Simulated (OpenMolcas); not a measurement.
# Ions of charge +3 along the 3d row on the Mg site of MgO

| Item | Value |
| --- | --- |
| Program | OpenMolcas |
| Method | SS-CASPT2, IPEA 0.25 Eh, imaginary shift 0.1 Eh |
| Spin-orbit coupling | RASSI with atomic mean-field integrals over the reference wave functions |

The d shell is active; CASPT2 correlates the ligand valence shells and the outer metal core. Each dopant is a cluster with its nearest anions in model potentials and point charges, with no relaxation and no local charge compensation. Distances were set from a Shannon-type radius of the metal (high-spin where two are listed) plus a fixed donor radius (O 1.38 Å), in hosts weighted 0.65 to 0.35 with the host's distance in the model lattice. Ligand basis ANO-RCC-VDZP, DKH2 Hamiltonian. States (labels of O, the rotations of Oh). Energies in cm-1 above the lowest state or level, χT in cm3 K/mol; under a threefold ground state the first gap can be a small split of the lowest multiplet, not the spin-orbit step; 10Dq and B are least-squares fits to the states below 45000 cm-1, weighted by degeneracy, with a free offset, and given where the rms deviation is under 5 % of |10Dq| (or 100 cm-1) and under 700 cm-1. Spin-only χT is S(S+1) / 2 for the spin of the ground state.

| Ion | Shell | R (Å) | Metal basis | Ground state | First state of that spin | 10Dq | B (rms of fit) | First gap with spin-orbit (degeneracies) | χT at 300 K | First state of another spin | Spin-only χT |
| --- | --- | --- | --- | --- | --- | --- | --- | --- | --- | --- | --- |
| Ti3+ | 3d1 | 2.069 | ANO-RCC-VTZP | 2T2 | 2E 20620 | 20623 |  | 200 (4, 2) | 0.450 |  | 0.375 |
| V3+ | 3d2 | 2.05 | ANO-RCC-VTZP | 3T1 | 3T2 17740 | 19361 | 721 (228) | 4 (2, 3) | 0.905 | 1T2 8890 | 1.000 |
| Cr3+ | 3d3 | 2.034 | ANO-RCC-VTZP | 4A2 | 4T2 17870 |  |  | 12580 (4, 4) | 1.843 | 2E 12600 | 1.875 |
| Fe3+ | 3d5 | 2.053 | ANO-RCC-VTZP | 6A1 |  |  |  | 0 (2, 4) | 4.380 | 2T2 7830 | 4.375 |

Every ion keeps the highest spin of its shell. χT departs most from the spin-only value for V3+, by -0.095 cm3 K/mol.

Roots that are degenerate in the reference are averaged as groups; the widest CASPT2 spread within a group is 240 cm-1 (the 3-fold group of multiplicity 2 near 40500 cm-1 above the lowest state of its run, Fe3+). Shifts and gaps below about the spread of the groups concerned are not significant. Over all roots computed the reference weight is 0.71 in Ti3+, 0.70 to 0.71 in V3+, 0.69 to 0.71 in Cr3+, 0.66 to 0.71 in Fe3+; a low but even weight reflects the number of correlated electrons. Ligand-to-metal charge-transfer states are missing. With one d shell and no ligand orbital active, 10Dq can be off by a tenth or more. An orbital triplet at a regular site is open to Jahn-Teller coupling, which can distort the site and quench the lowest spin-orbit gaps and is left out (holds for Ti3+; V3+). With no ligand orbital active B as a rule stays too high, so bands that hang on it stand too high and its fall with covalency is understated (holds for V3+; Cr3+; Fe3+). This shell can be high or low spin here, a state of another spin lies low, and with metal d orbitals alone active their balance is uncertain, so the ground spin may be wrong (holds for Fe3+). These CASPT2 states fit no ligand-field parameters well, so their order and spin gaps are uncertain (holds for Fe3+). No measured value stands beside these numbers; the geometry was set by hand and not optimised.
